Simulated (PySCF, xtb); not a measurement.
Se(F)(OH) (FHOSe), SMILES O[Se]F. One conformer was computed; it need not be the lowest.

Harmonic wavenumbers (cm⁻¹) from xtb with GFN2-xTB at its own minimum, in rising order: 234, 409, 487, 606, 1011, 3492.

What does B3LYP-D3(BJ)/def2-TZVP in PySCF give at its own minimum? (An estimate is asked for; the answer gives what the named calculation found.)

260, 508, 637, 700, 1116, 3755. Paired by order, the mean absolute difference is 123 cm⁻¹ and the zero-point energies are 8.9 and 10.0 kcal/mol.
